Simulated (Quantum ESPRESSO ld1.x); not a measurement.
Species: Tb IV. Configuration: [Kr] 4d10 4f8 5s2 5p5.5 5f0.5 (fractional occupations, a model configuration). Calculated with ld1.x of Quantum ESPRESSO 7.5: scalar-relativistic Kohn-Sham, LDA (Slater exchange, Perdew-Zunger correlation), spin-polarised, spherical densities, point nucleus; open shells are filled with parallel spins first.

Radial electron density D(r) = 4 pi r^2 rho(r):

| r (bohr) | D(r) (e/bohr) | spin D(r) |
|---|---|---|
| 0.003674 | 30.63 | -0.0000127 |
| 0.00502 | 44.50 | 0.0000462 |
| 0.006858 | 60.70 | 0.000248 |
| 0.009369 | 76.12 | 0.000827 |
| 0.0128 | 85.75 | 0.00229 |
| 0.01749 | 85.61 | 0.00551 |
| 0.02389 | 78.82 | 0.0115 |
| 0.03263 | 78.51 | 0.0194 |
| 0.04458 | 95.28 | 0.0238 |
| 0.06091 | 114.4 | 0.0150 |
| 0.08321 | 107.2 | 0.00371 |
| 0.1137 | 87.82 | 0.0707 |
| 0.1553 | 96.41 | 0.404 |
| 0.2122 | 96.94 | 1.35 |
| 0.2899 | 57.31 | 3.40 |
| 0.396 | 45.36 | 6.26 |
| 0.541 | 51.36 | 7.65 |
| 0.7391 | 31.31 | 6.37 |
| 1.01 | 15.35 | 4.10 |
| 1.379 | 9.385 | 1.99 |
| 1.884 | 3.790 | 0.603 |
| 2.574 | 0.7367 | 0.155 |
| 3.517 | 0.1683 | 0.132 |
| 4.805 | 0.1162 | 0.116 |
| 6.564 | 0.04280 | 0.0428 |
| 8.968 | 0.004480 | 0.00448 |

D(r) has 4 maxima, at r = 0.0149, 0.0665, 0.185, 0.503 bohr, and minima at 0.0285, 0.121, 0.363 bohr, inside which lie 1.94, 11.13, 29.42 electrons.
